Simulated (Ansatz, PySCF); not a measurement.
CH$_{8}$GeN$_{2}$O (SMILES C[O][GeH]([NH2])[NH2]), singlet, geometry from GFN2-xTB. Base run: CASSCF(6,6)/STO-3G in PySCF.

Here is a job for PySCF.
```python
from pyscf import gto, scf, mcscf
import numpy

mol = gto.Mole()
mol.atom = '''
    Ge    0.234222   -0.025314    0.369714
    N     1.677659   -1.029805    0.005944
    N     0.707983    1.730115    0.408705
    O    -0.905023   -0.478591   -0.928672
    C    -2.292222   -0.256095   -0.939698
    H    -0.380771   -0.353756    1.703155
    H     1.557617   -1.716626   -0.723561
    H     2.545710   -0.536671   -0.137867
    H     1.019978    2.125885   -0.467756
    H     0.053738    2.372771    0.830793
    H    -2.525304    0.769685   -1.240652
    H    -2.745479   -0.443429    0.037342
    H    -2.726583   -0.944688   -1.667297
'''
mol.basis = 'sto-3g'
mol.charge = 0
mol.spin = 0
mol.verbose = 3
mol.build()

mf = scf.RHF(mol)
mf.kernel()
mc = mcscf.CASSCF(mf, 6, 6)
mc.fix_spin_(ss=0.0)
mc.kernel()
occ = numpy.linalg.eigvalsh(mc.fcisolver.make_rdm1(mc.ci, mc.ncas, mc.nelecas))[::-1]
ss = mc.fcisolver.spin_square(mc.ci, mc.ncas, mc.nelecas)[0]
print('natural occupations', occ.round(4), ' <S^2>', round(ss, 4))
```

Programs used: Ansatz (a first-principles code), PySCF; a row that names a program was run with it.

Variants of this job, named by their change:

```
change                                            ΔE vs base (mEh)                           natural occupations  <S^2> of the state
------------------------------------------------  ----------------  --------------------------------------------  ------------------
base                                                         0.000                 1.99 1.98 1.97 0.03 0.02 0.01                0.00
orbitals = fixed (CASCI); correction = SC-NEVPT2            -160.1                 2.00 2.00 1.99 0.01 0.00 0.00                0.00
active space = 8 electrons, 9 orbitals                     -10.625  1.99 1.98 1.97 1.97 0.03 0.03 0.02 0.00 0.00                0.00
start = MP2 natural orbitals                                 0.055                 1.98 1.98 1.97 0.03 0.02 0.01                0.00
active space = 4 electrons, 4 orbitals                      26.850                           1.98 1.98 0.03 0.01                0.00
orbitals = fixed (CASCI)                                    45.850                 2.00 2.00 1.99 0.01 0.00 0.00                0.00
conv_tol = 1e-5                                              0.191                 1.99 1.98 1.97 0.03 0.02 0.01                0.00
active space = 2 electrons, 3 orbitals                      37.447                                1.98 0.02 0.00                0.00
fix_spin_ = off                                              0.000                 1.99 1.98 1.97 0.03 0.02 0.01                0.00
correction = SC-NEVPT2                                      -167.4                 1.99 1.98 1.97 0.03 0.02 0.01                0.00
code = ansatz                                               -7.263                                             -                   -
```

Active orbitals are taken around the Fermi level unless the row says otherwise; CASSCF can end in different local minima, and two programs can end on different orbitals. State-averaged rows give the lowest state.
